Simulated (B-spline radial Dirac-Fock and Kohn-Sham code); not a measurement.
**Radiative decay of the L3 hole in Re⁵⁺**

System: rhenium as Re⁵⁺, configuration 1s2 2s2 2p6 3s2 3p6 3d10 4s2 4p6 4d10 4f14 5s2 5p6 5d2, inside a Watson sphere of charge -5 and radius 2.7 Å (a model of the Madelung potential; inside it an electron's potential energy is raised by 26.7 eV).

Calculated with an atomic code on a B-spline grid, using independent-particle rates on relativistic LDA orbitals of the hole state (multipoles up to L = 3, Coulomb Auger matrix elements, transition energies from Dirac-Fock).

| line | multipole | energy (eV) | rate (s⁻¹) | share (%) |
| --- | --- | --- | --- | --- |
| L3-M1 | E1 | 7596.5 | 7.47e+13 | 3.69 |
| L3-M2 | E2 | 7851.0 | 7.92e+11 | 0.0392 |
| L3-M3 | E2 | 8164.0 | 7.18e+11 | 0.0355 |
| L3-M4 | E1 | 8585.9 | 1.66e+14 | 8.20 |
| L3-M5 | E1 | 8652.5 | 1.46e+15 | 72.3 |
| L3-N1 | E1 | 9905.1 | 1.81e+13 | 0.895 |
| L3-N4 | E1 | 10260.0 | 2.89e+13 | 1.43 |
| L3-N5 | E1 | 10273.4 | 2.60e+14 | 12.8 |
| L3-O1 | E1 | 10452.5 | 3.52e+12 | 0.174 |
| L3-N7 | E2 | 10498.1 | 8.57e+11 | 0.0424 |
| L3-O4 | E1 | 10544.7 | 6.65e+11 | 0.0328 |
| L3-O5 | E1 | 10545.9 | 6.01e+12 | 0.297 |

The listed lines hold 100.0 % of the radiative rate. The radiative width is 1.33 eV in the length form and 1.35 eV in the velocity form; the two differ because the transition energies are not eigenvalue differences of the potential that gave the orbitals.
